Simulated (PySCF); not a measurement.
Isomers of C7H9N, one GFN2-xTB conformer each. Single-point energies are computed at PBE0/pcSseg-1 (PySCF, gas phase, no added dispersion term), electronic only.

**Question.** Rank them by PBE0/pcSseg-1 energy, lowest first (kcal/mol).
A. `[CH3:1][CH2:2][c:3]1[cH:4][cH:5][cH:6][cH:7][n:8]1` with C1–C2–C3–C4 -85°
B. `[CH3:1][CH2:2][c:3]1[cH:4][cH:5][cH:6][n:7][cH:8]1` with C1–C2–C3–C4 -89°

**Answer.** A (0.0), B (1.7).

Neighbours under 2.5 kcal/mol apart (CCc1ccccn1 and CCc1cccnc1) can change places with a better method, another conformer or zero-point energy. GFN2-xTB itself gives, in the same order: 0.0, 0.5. Both levels put the same isomer lowest.

**Question.** Which frontier levels, dipoles and rotational constants go with these structures?

**Answer.** 
```csv
SMILES,"HOMO (eV, PBE0/pcSseg-1)",LUMO (eV),dipole (D),"A, B, C (MHz)"
CCc1ccccn1,-7.26,-0.64,1.85,"4684, 1552, 1287"
CCc1cccnc1,-7.24,-0.67,2.48,"4684, 1521, 1265"
```
